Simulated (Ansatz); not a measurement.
`FC(F)(F)CC(Cl)Cl` and `[F][In]([F])[O]CC(F)(F)F` differ in one atom or group.

Ansatz, PBE0-D4/def2-TZVP geometries, multiplicity 1. Each molecule was computed in one conformer, which needn't be the lowest.

Elements past krypton have def2 core potentials.

```
                                                                                  property  `FC(F)(F)CC(Cl)Cl`
ideal-gas entropy at 298 K and 1 bar (rigid rotor, harmonic PBE0-D4/def2-TZVP) / J/(mol·K)                 386
                                                   HOMO–LUMO gap (ωB97M-V/def2-TZVPP) / eV               13.13
                                        size of the dipole moment (ωB97M-V/def2-TZVPP) / D                1.24
                                            size of the dipole moment (PBE/def2-TZVPP) / D                1.15
                                            zero-point energy (PBE0-D4/def2-TZVP) / kJ/mol               166.2
                                                        LUMO energy (PBE0/def2-TZVPP) / eV               -0.29
```

Question: Give the same properties after the change, and the shifts. (Best estimate.)

Answer: Computed: 
| property | `[F][In]([F])[O]CC(F)(F)F` | shift |
| --- | --- | --- |
| ideal-gas entropy at 298 K and 1 bar (rigid rotor, harmonic PBE0-D4/def2-TZVP) / J/(mol·K) | 442 | 56 |
| HOMO–LUMO gap (ωB97M-V/def2-TZVPP) / eV | 10.70 | -2.43 |
| size of the dipole moment (ωB97M-V/def2-TZVPP) / D | 2.82 | 1.58 |
| size of the dipole moment (PBE/def2-TZVPP) / D | 2.82 | 1.67 |
| zero-point energy (PBE0-D4/def2-TZVP) / kJ/mol | 133.1 | -33.1 |
| LUMO energy (PBE0/def2-TZVPP) / eV | -2.68 | -2.39 |

Dipoles are sizes alone; their direction can turn. Modes under 60 cm⁻¹, often nearly free rotors, make the harmonic entropy too high.
